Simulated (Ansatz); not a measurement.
Relaxation of ClH4NSn (7 atoms, charge 0, multiplicity 1), to a largest force component of 0.015 eV/Å in at most 40 steps.

Level of theory: RKS PBE0/def2-SVP in Ansatz.

```xyz
7
Properties=species:S:1:pos:R:3
N -1.151 -0.007 -0.680
Sn 0.470 -0.012 0.510
Cl 0.970 -2.243 1.014
H -1.953 0.382 -0.039
H -1.459 -0.979 -0.895
H 0.154 0.891 1.986
H 1.844 0.731 -0.331
```

**Question.** Where does it end, and by what steps?

**Answer.** It converged. After 9 steps the energy has fallen by 0.291 eV; H5 moved furthest, 0.71 Å.

```tsv
step	energy less start (eV)	largest force component (eV/Å)	accepted
0	0.0000	2.776	yes
1	-0.1517	1.380	yes
2	-0.2112	1.197	yes
3	-0.2730	0.336	yes
4	-0.2883	0.077	yes
5	-0.2862	0.171	no
6	-0.2904	0.023	yes
7	-0.2904	0.178	yes
8	-0.2912	0.031	yes
9	-0.2913	0.004	yes
```

```xyz
7
Properties=species:S:1:pos:R:3
N -1.260 0.103 -0.483
Sn 0.476 0.029 0.558
Cl 0.953 -2.177 1.291
H -2.077 -0.170 0.060
H -1.253 -0.455 -1.335
H 0.291 0.969 1.969
H 1.746 0.465 -0.493
```

Whether the end is a true minimum wasn't checked by a vibrational analysis.

Time of the run: 2.2 min on 1 CPU thread of a shared host.
